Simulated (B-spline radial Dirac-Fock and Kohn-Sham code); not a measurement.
Scattering functions of Ru⁵⁺

System: Ru⁵⁺, [Kr] 4d3.

Calculated with a B-spline atomic structure program, using Dirac-Fock orbitals of the configuration average with a finite nucleus. f₀ is the Fourier transform of the spherical electron density, S the Waller-Hartree incoherent function, and s = sin θ/λ.

```tsv
s (Å⁻¹)	f₀	S
0	39.000	0.000
0.05	38.642	0.366
0.1	37.616	1.375
0.15	36.049	2.811
0.2	34.117	4.438
0.25	32.005	6.082
0.3	29.874	7.658
0.35	27.844	9.144
0.4	25.985	10.546
0.45	24.328	11.870
0.5	22.872	13.116
0.6	20.471	15.352
0.7	18.548	17.243
0.8	16.890	18.844
0.9	15.370	20.247
1	13.942	21.517
1.1	12.606	22.690
1.2	11.380	23.781
1.4	9.328	25.729
1.6	7.830	27.388
1.8	6.800	28.789
2	6.102	29.970
2.5	5.044	32.206
3	4.246	33.774
3.5	3.495	34.914
4	2.838	35.743
5	1.932	36.783
6	1.468	37.375
```

f₀ starts at the number of electrons, 39, and has fallen to half at s ≈ 0.65 Å⁻¹. The sum of ⟨r²⟩ over the electrons is 19.63 bohr².
